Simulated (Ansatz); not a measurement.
**Energy profile**

The step: SnH₄ + H₂O → SnH₄O ([OH][SnH3]) + H₂; bonds formed: Sn1–O7, H2–H6; bonds broken: Sn1–H2, H6–O7 (atoms numbered as in the saddle structure below).

```
atom    x (Å)    y (Å)    z (Å)
 Sn1  -0.6330   0.1349  -0.5183
  H2  -0.0988   0.7919   1.4060
  H3  -0.2215  -0.8187  -1.8908
  H4  -2.1405  -0.3762   0.0781
  H5  -0.5123   1.7700  -0.9899
  H6   0.6554   0.0751   1.2277
  O7   1.0284  -0.8076   0.5240
  H8   1.9223  -0.7692   0.1633
```

Electronic energies by CCSD(T) at an estimated basis limit (MP2 extrapolated from triple and quadruple zeta, plus CCSD(T) − MP2 in triple zeta), on PBE0-D4/def2-TZVP structures; SnH$_{6}$O, singlet; no counterpoise correction. Program: Ansatz 0.2.0. Basis: def2-TZVPP and def2-QZVPP. Cores are frozen in the correlated methods. Filled d shells of the heavier atoms are correlated. Core potentials replace the inner electrons of the atoms past krypton. The def2 sets are not built for correlating such inner shells, so the correlated values are less sure here. Extrapolation: Hartree–Fock as exp(−7.88 √X), correlation as X^−2.97.

Q: Give the profile in eV, counted from the separated reactants. (Judge from chemistry; the value comes from the calculation.)

A: The calculation gives:
```
                                                                                                     point      eV
                      separated: SnH$_{4}$ (Sn1, H2, H3, H4, H5; singlet) + H$_{2}$O (H6, O7, H8; singlet)   0.000
                                                                                           start structure  -0.098
                                                                                                    saddle   1.602
                                                                                             end structure   0.003
separated: SnH$_{4}$O (linked as [OH][SnH3]; Sn1, H3, H4, H5, O7, H8; singlet) + H$_{2}$ (H2, H6; singlet)   0.040
```

T1 diagnostic: at most 0.015.

For scale, one of the runs: CCSD(T)/def2-TZVPP, 165 basis functions, launched by `ansatz run in.yaml --threads 2 --pin off --events-out ev --progress --plain --max-ram 4352MiB`. Hardware: 2 CPU threads of an Arm Neoverse N1, shared host. Wall time 74 s; peak host memory 1.5 GiB.
